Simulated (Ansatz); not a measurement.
Gas-phase electronic energies from Ansatz, PBE0-D4/def2-TZVP geometries. CBS: MP2 limit from def2 TZ/QZ plus the TZ coupled-cluster correction, frozen cores. DFT in def2-TZVPP. B3LYP here is the variant with VWN-RPA as its local correlation; programs differ in this. One conformer a species, not always the lowest.

`C=C(F)[SiH](O)F` → `F[C@@H]1C[Si@@H](F)O1`  (isomerisation)

```tsv
level	ΔE (kJ/mol)	difference from CCSD(T)/CBS
PBE-D4	-4.1	-8.2
B2PLYP	7.5	3.4
PBE	-4.3	-8.4
r2SCAN	-3.2	-7.3
PBE0	-12.5	-16.6
B3LYP	13.1	9.0
MP2/def2-TZVPP	-4.3	-8.4
SCS-MP2/def2-QZVPP	2.7	-1.4
HF/CBS(def2)	13.1	9.0
MP2/CBS(def2)	-1.3	-5.4
CCSD(T)/CBS	4.1	0
```

Largest T1 diagnostic among the species: 0.012.

From PBE to PBE0 (25 % exact exchange), in def2-TZVPP and without D4, ΔE moves by −8.1 kJ/mol. In def2-TZVPP, CCSD(T) changes the Hartree–Fock value by −11.3 kJ/mol (the triples alone add +0.4 kJ/mol) and MP2 by −16.7 kJ/mol.
